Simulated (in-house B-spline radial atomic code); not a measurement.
Binding energies in the tantalum ion Ta²⁺

NIST's tabulated ground configuration is [Xe] 4f14 5d3; each binding energy is the energy of the ion with one electron taken from that subshell, relaxed, less that of the parent. All numbers are computed (Dirac-Hartree-Fock, average of configuration; Fermi nucleus of rms radius 5.3507 fm) with an all-electron radial atomic-structure program (B-spline basis), not measured. Energies include first-order Breit, QED and recoil terms.

| subshell | X-ray name | binding energy (eV) | -ε (eV) | relaxation (eV) |
| --- | --- | --- | --- | --- |
| 1s | K | 67433.9 | 67855.5 | 87.9 |
| 2p1/2 | L2 | 11160.2 | 11257.6 | 57.3 |
| 2p3/2 | L3 | 9904.3 | 9984.7 | 54.3 |
| 3s | M1 | 2738.3 | 2776.7 | 30.2 |
| 3p1/2 | M2 | 2495.5 | 2534.2 | 31.2 |
| 3p3/2 | M3 | 2221.6 | 2255.8 | 29.6 |
| 4s | N1 | 595.5 | 609.9 | 12.6 |
| 4p1/2 | N2 | 494.9 | 508.9 | 12.4 |
| 4p3/2 | N3 | 432 | 444.1 | 11.3 |
| 5s | O1 | 99.54 | 102.35 | 2.54 |
| 5p1/2 | O2 | 67.97 | 70.30 | 2.16 |
| 5p3/2 | O3 | 59.18 | 61.06 | 1.80 |
| 4f5/2 | N6 | 48.23 | 56.95 | 8.85 |
| 4f7/2 | N7 | 46.35 | 54.77 | 8.64 |
| 5d | O4,5 | 22.34 | 22.97 | 0.65 |

Relaxation = -ε minus the binding energy without Breit, QED and recoil terms.

Emission lines follow as differences of binding energies, with λ = 12398.42 eV·Å / E:

```
 line       holes  energy (eV)  wavelength (Å)
 K-L3  1s → 2p3/2      57529.6         0.21551
 K-L2  1s → 2p1/2      56273.7         0.22032
 K-M3  1s → 3p3/2      65212.3         0.19012
L3-M1  2p3/2 → 3s       7166.0          1.7302
```

Task: What screening constant σ does Moseley's law, E = (3/4)·13.6057 eV·(Z - σ)², need for K-L3?

Result: σ = -2.09.

Moseley's non-relativistic formula needs a falling, then negative, screening constant for heavy elements, because relativity binds the 1s electron more strongly than the formula allows.

Task: What does it cost to remove both a 4p3/2 and a 5s electron?

Result: 550.11 eV, which is 18.56 eV more than the two single binding energies together.

Task: What does it cost to remove both a 5s and a 5p3/2 electron?

Result: 172.88 eV, which is 14.16 eV more than the two single binding energies together.

Task: What does it cost to remove both a 4f5/2 and a 5d electron?

Result: 84.137 eV, which is 13.57 eV more than the two single binding energies together.
